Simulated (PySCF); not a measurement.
# Do core-level shifts follow atomic charges?

Species: C3H7ClSi.
SMILES with atom numbers: `[SiH3:1][CH2:2]/[CH:3]=[CH:4]\[Cl:5]`

Binding energies: PySCF 2.14.0, delta-SCF UKS SCAN, pcX-2 on the ionised atom, pcseg-1 elsewhere, spin-free X2C. Charges: PBE0/pcSseg-1 ground-state density, for the ionised atom.

```tsv
atom	environment	C 1s (eV)	Mulliken (e)	IAO (e)	Hirshfeld (e)	ESP (e)
C2	sp3 carbon bound to silicon	290.48	-0.467	-0.539	-0.157	-0.226
C3	alkene CH carbon	290.69	-0.184	-0.147	-0.049	-0.103
C4	vinylic C–Cl carbon	291.47	-0.105	-0.195	-0.045	-0.292
```

**Question.** How well does each charge scheme correlate with the binding energies over these sites?

**Answer.** Mulliken: r = 0.80, slope 2.2 eV per e; Hirshfeld: r = 0.69, slope 5.7 eV per e; IAO: r = 0.58, slope 1.4 eV per e; ESP: r = -0.63, slope -3.4 eV per e. Mulliken charges have the highest r, on only 3 points.

**Question.** The point-charge model writes a binding energy as kq + V + constant, with V the potential of the other atoms' charges at the site. What does it give with the Mulliken charges?

**Answer.** V = Σ 14.40 eV Å × q/r over all other atoms: +5.41 eV at C2, +0.19 eV at C3, 0.00 eV at C4. Fitting binding energy − V to q gives k = 18.1 eV per e and leaves an rms residual of 0.19 eV, against 0.25 eV for the fit on q alone. The model has no term for differences in relaxation between sites.

The structure is a single GFN2-xTB conformer in the gas phase; no vibrational or solvent corrections.

Conformer computed: `[SiH3:1][CH2:2]/[CH:3]=[CH:4]\[Cl:5]`: Si1–C2–C3–C4 -94°.
